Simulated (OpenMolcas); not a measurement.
Eu3+: the spin-orbit constant, worked from levels

- Program: OpenMolcas
- Basis: ANO-RCC-VQZP [9s8p6d4f3g2h]
- Scalar Hamiltonian: DKH2, point nucleus
- Active space: 6 electrons in 7 orbitals (4f)
- State averaging: 2S+1 = 7 even, 7 roots; 2S+1 = 5 even, 140 roots (105 in the spin-orbit step); 2S+1 = 3 even, 259 roots kept (CI in the orbitals of an earlier block, 141 in the spin-orbit step); 2S+1 = 1 even, 134 roots kept (CI in the orbitals of an earlier block, 47 in the spin-orbit step)
- Spin-orbit coupling: RASSI with atomic mean-field integrals over the reference wave functions, term energies averaged over their components

Methods: CASSCF; MS-CASPT2, IPEA 0.25 Eh, imaginary shift 0.1 Eh (closed shells correlated: 5s 5p).

**The spin-orbit constant.** For the Hund term 7F of f6, E(J) = (A/2) J(J+1) + constant and ζ = 2S·A = 6A. From J = 0 to J = 6 the energy changes by 21 A.

| Source | E(6) - E(0) | A | ζ |
| --- | --- | --- | --- |
| CASSCF | 5360.1 | 255.2 | 1531 |
| MS-CASPT2 | 5499.5 | 261.9 | 1571 |

All in cm-1. Both methods take the spin-orbit matrix elements from the reference wave functions, so the second can move ζ only through the term energies and any multistate remixing. Second-order mixing with other terms is absorbed into this ζ.

CASPT2 breaks the degeneracy within a term, and the mean is taken; among the terms shown or strongly mixed into the levels shown the widest spread is 65 cm-1 (4f6 7F, MS-CASPT2). High states are left out of the spin-orbit mixing, which shifts the levels that they would mix with. Without dynamic correlation excited terms often stand tens of per cent too high (terms of higher spin than the ground term too low), and those without a measured partner can miss by more than the paired ones (holds for CASSCF). Blocks of more than 70 roots (2S+1 = 5 even, 3 even) ran without multistate coupling (holds for MS-CASPT2). Levels of configurations outside the active space are missing.
